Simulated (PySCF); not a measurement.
C₂H₇FOSi, singlet, geometry from GFN2-xTB. Base run: HF/6-31G in PySCF.

Input for PySCF:
```python
from pyscf import gto, scf, solvent

mol = gto.Mole()
mol.atom = '''
    Si    1.21557182    0.33433332    0.49230152
    F     1.82604117    0.54327991   -0.98575016
    O    -0.37180005    0.12329087    0.40320912
    C    -1.17288102   -0.81800746   -0.26419916
    C    -2.63766283   -0.44979831   -0.08887988
    H     1.95623877   -0.81809151    0.98189974
    H     1.29875996    1.58847725    1.20247403
    H    -0.97895232   -1.81456770    0.15046848
    H    -0.90836394   -0.83225365   -1.32776476
    H    -2.82295905    0.53892074   -0.50010015
    H    -3.26533966   -1.17313419   -0.60191192
    H    -2.89409637   -0.43902881    0.96726610
'''
mol.basis = '6-31g'
mol.verbose = 3
mol.build()

mf = scf.RHF(mol)
mf.kernel()
```

The base run was repeated with changes; each row names its change, and settings that it needs were set with it.

```
change                                                     ΔE vs base (kcal/mol)  dipole (D)  HOMO-LUMO gap (eV)
---------------------------------------------------------  ---------------------  ----------  ------------------
base                                                                       0.000        2.27               16.51
model = IEF-PCM; solvent = water                                      (withheld)  (withheld)               16.43
model = IEF-PCM; solvent = 2-propanol; vdw_scale = 1.0                    -11.59        2.73               16.46
model = ddCOSMO; solvent = 2-propanol                                 (withheld)  (withheld)          (withheld)
model = IEF-PCM; solvent = 2-propanol; lebedev_order = 41                  -5.52        2.61               16.43
model = COSMO; solvent = 2-propanol                                        -5.51        2.61               16.43
model = IEF-PCM; solvent = 2-propanol; lebedev_order = 11             (withheld)        2.60          (withheld)
model = SS(V)PE; solvent = 2-propanol                                      -5.43        2.60               16.43
model = IEF-PCM; solvent = 2-propanol; r_probe = 0.5                       -2.20        2.49               16.45
model = C-PCM; solvent = 2-propanol                                        -5.67        2.63               16.43
model = IEF-PCM; solvent = tetrahydrofuran                                 -4.77        2.56               16.44
model = IEF-PCM; solvent = 2-propanol; vdw_scale = 1.1                     -7.87        2.67               16.44
```

Complete the blanks.


- model = IEF-PCM; solvent = water, ΔE vs base (kcal/mol): -5.88
- model = IEF-PCM; solvent = water, dipole (D): 2.64
- model = ddCOSMO; solvent = 2-propanol, ΔE vs base (kcal/mol): -5.15
- model = ddCOSMO; solvent = 2-propanol, dipole (D): 2.58
- model = ddCOSMO; solvent = 2-propanol, HOMO-LUMO gap (eV): 16.50
- model = IEF-PCM; solvent = 2-propanol; lebedev_order = 11, ΔE vs base (kcal/mol): -5.24
- model = IEF-PCM; solvent = 2-propanol; lebedev_order = 11, HOMO-LUMO gap (eV): 16.42

The base is the gas phase, so ΔE is the electrostatic part of solvation at a fixed geometry, without cavity and dispersion terms.
